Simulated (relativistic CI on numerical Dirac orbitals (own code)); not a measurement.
Values are calculated unless marked as measured or tabulated.
# Quantum defects of the np series of Xe7+

Problem. The np ²P° levels with J = 1/2 of Xe7+ lie at 5p: 116467.0, 6p: 443378.0, 7p: 589827.0, 8p: 669948.0 cm⁻¹ (Saloman, J. Phys. Chem. Ref. Data 33, 765 (2004)), and the ionisation limit at 854768.6 cm⁻¹ (NIST ASD). Find the quantum defects and predict 9p.

Working.
1. The outer electron sees the charge z = 8; R = 109736.86 cm⁻¹ for this mass. The binding energy T = limit − E defines n* = z√(R/T).
2. Values: 5p: T = 738301.6, n* = 3.0842, δ = n − n* = 1.9158; 6p: T = 411390.6, n* = 4.1318, δ = n − n* = 1.8682; 7p: T = 264941.6, n* = 5.1486, δ = n − n* = 1.8514; 8p: T = 184820.6, n* = 6.1644, δ = n − n* = 1.8356.
3. With δ held at 1.8356: E(9p) = limit − Rz²/(9 − δ)² = 717941.4 cm⁻¹.
4. The Ritz form δ = δ₀ + a/n*² through the last two members has a = 1.3832 and δ₀ = 1.7992, so with n* ≈ 9 − 1.8356, δ(9) = 1.8261 and E = 718301.7 cm⁻¹.

Check. The measured level is 717839.0 cm⁻¹ (δ = 1.8383), so the two predictions miss by 102.4 and 462.7 cm⁻¹. The defect is large because this electron penetrates the core.
